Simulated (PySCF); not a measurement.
Species: InMe2(SiH3), C2H9InSi.
Bonds: In1–C2, In1–C6, In1–Si10. Hydrogens: H3, H4, H5 on C2; H7, H8, H9 on C6; H11, H12, H13 on Si10.

Computed with PySCF, PBE0-D3(BJ)/def2-SVP geometry optimisation, gas phase, def2 core potentials past Kr.

(1) How far are the bound atoms from In1?

(2) List the angles at In1.

(3) What is the shape at In1?

(4) What are the other bond lengths?

(5) What are the rotational constants (commonest isotopes, rigid rotor)?

## Answers

(1) 3 atoms: C2 2.173 Å, C6 2.173 Å, Si10 2.598 Å. The nearest atom not counted as bound is H3, at 2.74 Å (others tie with it).

(2) 
```json
{"angle": "C6–In1–Si10", "degrees": "120.9", "distance of the outer atoms (Å)": "4.16"}
{"angle": "C2–In1–Si10", "degrees": "120.6", "distance of the outer atoms (Å)": "4.15"}
{"angle": "C2–In1–C6", "degrees": "118.4", "distance of the outer atoms (Å)": "3.73"}
```

(3) Planar: angles 120.9°, 120.6° and 118.4°, sum 360.0°, 0.00 Å off the plane of its three neighbours.

(4) C2–H3 and 5 like bonds 1.101 Å; Si10–H11, Si10–H12, Si10–H13 1.500 Å.

(5) A = 4120, B = 1984, C = 1384 MHz: an asymmetric top.

Charge 0, singlet. Whether it is a minimum is left open (no frequencies).

The run took 44 s on x86-64 server, one thread, on a shared host. This is the geometry optimisation.
